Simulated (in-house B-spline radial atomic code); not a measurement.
Configurations of Ni8+, with energies counted from [Ar] 3d2. All numbers are computed (scalar-relativistic (X2C) PW91, spin-polarised, spherical fractional occupations; Fermi nucleus of rms radius 3.7757 fm) with an all-electron radial atomic-structure program (B-spline basis), not measured. Shells without spins written out take the highest spin.

Occupations are held fixed; configurations that lie above the ionisation limit could autoionise.

| configuration | E - E(ref) (eV) | highest orbital | its <r> (bohr) |
| --- | --- | --- | --- |
| [Ne] 3s2 3p5 3d3 | 59.967 | 3d up | 0.6931 |
| [Ar] 3d1 4p1 | 82.249 | 4p up | 1.602 |
| [Ar] 3d(1 up, 0 down) 4p(0 up, 1 down) | 82.701 | 4p down | 1.608 |
| [Ar] 3d1 4d1 | 102.37 | 4d up | 1.739 |
| [Ar] 3d1 4f1 | 119.48 | 4f up | 1.798 |

Order these further configurations by energy, lowest first.
A. [Ne] 3s2 3p5 3d2 4p1
B. [Ne] 3s2 3p(3 up, 2 down) 3d(2 up, 0 down) 4s(1 up, 0 down)
C. [Ar] 3d(1 up, 1 down)
D. [Ar] 3d(1 up, 0 down) 4s(1 up, 0 down)
E. [Ne] 3s2 3p(3 up, 2 down) 3d(2 up, 0 down) 4f(1 up, 0 down)

C (1.8324 eV), D (68.911 eV), B (129.55 eV), A (142.93 eV), E (180.18 eV).

How far above the reference does [Ne] 3s2 3p5 3d2 4d1 lie?

163.18 eV; its least bound orbital is 4d up with <r> = 1.734 bohr.
